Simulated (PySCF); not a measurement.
# Reading the logs of faulty runs: BClGeH3O

These are calculations, not measurements. The program is PySCF 2.14.0, an open-source quantum chemistry code, run on an isolated molecule that a program drew, which may never have been made. The molecule is BClGeH3O (charge 0, doublet), drawn as the SMILES string `[BH2][Ge]([OH])[Cl]`.

Each row is a Hartree-Fock (HF) and frozen-core CCSD(T) single point in the cc-pV(D+d)Z basis, meant for a local HF minimum. Run 1 is clean. Each other run has one planted mistake out of seven kinds, and not every kind appears here: one electron removed, one electron added, multiplicity raised by two, geometry at a saddle point, minimal basis STO-3G, one bond length entered in bohr, all coordinates scaled. The reference is restricted for singlets and unrestricted otherwise, and also for a bond in bohr. Adding or removing an electron swaps singlet and doublet. Electrons count all cores. HOMO and LUMO are orbital energies over both spins, the gradient is its largest component, and the lowest frequency (negative if imaginary) is given only where the gradient is small. Bond lengths are over the 6 bonds as drawn. T1 is the CCSD diagnostic: over 0.02 (restricted) or 0.045 (unrestricted) a single reference is doubtful. Germanium has the cc-pVDZ-PP basis, with a core potential (ECP10MDF) in place of its 10 inner electrons, and its 3s, 3p and 3d shells are frozen in CCSD(T).

Geometry of the clean run:
```xyz
7
BClGeH3O, angstrom
B     1.1027    0.6964   -2.5321
Ge    1.4755   -0.8746   -1.2515
O     0.1519   -1.3034   -0.1594
Cl    3.2222   -0.6436    0.0496
H    -0.0066    0.8268   -2.9522
H     2.0369    1.2967   -2.9676
H     0.4135   -1.6320    0.6904
```

| run | electrons | basis functions | <S^2> | HOMO (eV) | LUMO (eV) | gradient (hartree/bohr) | lowest frequency (cm^-1) | mean bond (Å) | longest bond (Å) | T1 | HF (hartree) | CCSD(T) (hartree) | mistake |
|---|---|---|---|---|---|---|---|---|---|---|---|---|---|
| 1 | 65 | 89 | 0.784 | -8.81 | 0.34 | 1.5e-05 | 111 | 1.5590 | 2.190 | 0.0249 | -854.19845 | -854.73426 | no fault |
| 2 | 65 | 89 | 1.405 | -9.05 | -0.02 | 2.3e-02 | - | 1.7359 | 2.255 | 0.0602 | -854.07615 | -854.61349 | one bond length entered in bohr |
| 3 | 64 | 89 | 0.000 | -17.81 | -7.05 | 8.2e-02 | - | 1.5590 | 2.190 | 0.0223 | -853.90694 | -854.44491 | one electron removed |
| 4 | 65 | 89 | 3.773 | -7.52 | -3.33 | 5.7e-02 | - | 1.5590 | 2.190 | 0.0240 | -854.03582 | -854.56597 | multiplicity raised by two |
| 5 | 65 | 89 | 0.783 | -9.18 | -0.02 | 5.4e-02 | - | 1.6634 | 2.337 | 0.0246 | -854.17470 | -854.71835 | ? |
| 6 | 65 | 89 | 0.757 | -8.11 | 0.49 | 4.0e-05 | -58 | 1.5321 | 2.156 | 0.0169 | -854.19646 | -854.73927 | ? |

**Which mistake was planted in run 5, and what did it cost?**

The mean and the longest bond both change by the same factor, 1.067, and the gradient is no longer small. So the mistake is: all coordinates scaled. Subtracting run 1 and multiplying by 627.51 kcal/mol a hartree, the energy moved by 14.9 kcal/mol in HF and 10.0 kcal/mol in CCSD(T).

**Which mistake was planted in run 6, and what did it cost?**

The gradient is small, so the point is stationary, but the lowest frequency is imaginary (-58 cm^-1). So the mistake is: geometry at a saddle point. Subtracting run 1 and multiplying by 627.51 kcal/mol a hartree, the energy moved by 1.2 kcal/mol in HF and -3.1 kcal/mol in CCSD(T).

Cautions from the logs. Run 2: T1 is over the limit, so its CCSD(T) energy is less reliable; run 3: T1 is over the limit, so its CCSD(T) energy is less reliable.
